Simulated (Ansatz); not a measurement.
One change: `C[N](C)[AlH][NH2]` becomes `C[NH][AlH][NH2]`.

Ansatz, PBE0-D4/def2-TZVP geometries, multiplicity 1. Each molecule was computed in one conformer, which needn't be the lowest.

```
                                        property  `C[N](C)[AlH][NH2]`
             HOMO energy (B3LYP/def2-TZVPP) / eV                -5.91
size of the dipole moment (B3LYP/def2-TZVPP) / D                 1.06
              HOMO energy (PBE0/def2-TZVPP) / eV                -6.12
           HOMO energy (ωB97M-V/def2-TZVPP) / eV                -8.41
             HOMO–LUMO gap (PBE/def2-TZVPP) / eV                 4.41
             LUMO energy (B3LYP/def2-TZVPP) / eV                 0.09
```

Problem. What does the change do to each property? (Best estimate.)

Solution. Computed: 
```tsv
property	`C[NH][AlH][NH2]`	shift
HOMO energy (B3LYP/def2-TZVPP) / eV	-6.25	-0.34
size of the dipole moment (B3LYP/def2-TZVPP) / D	1.04	-0.02
HOMO energy (PBE0/def2-TZVPP) / eV	-6.48	-0.36
HOMO energy (ωB97M-V/def2-TZVPP) / eV	-8.81	-0.40
HOMO–LUMO gap (PBE/def2-TZVPP) / eV	4.82	0.41
LUMO energy (B3LYP/def2-TZVPP) / eV	0.21	0.12
```

With PBE0 the HOMO falls by 0.36 eV and the LUMO rises by 0.12 eV, so the gap widens by about 0.48 eV. PBE moves the HOMO by -0.28 eV and ωB97M-V by -0.40 eV. The zero-point energy changes by -73.5 kJ/mol with -9 modes. Dipoles are sizes alone; their direction can turn.

B3LYP here is the variant with VWN-RPA as its local correlation; programs differ in this.
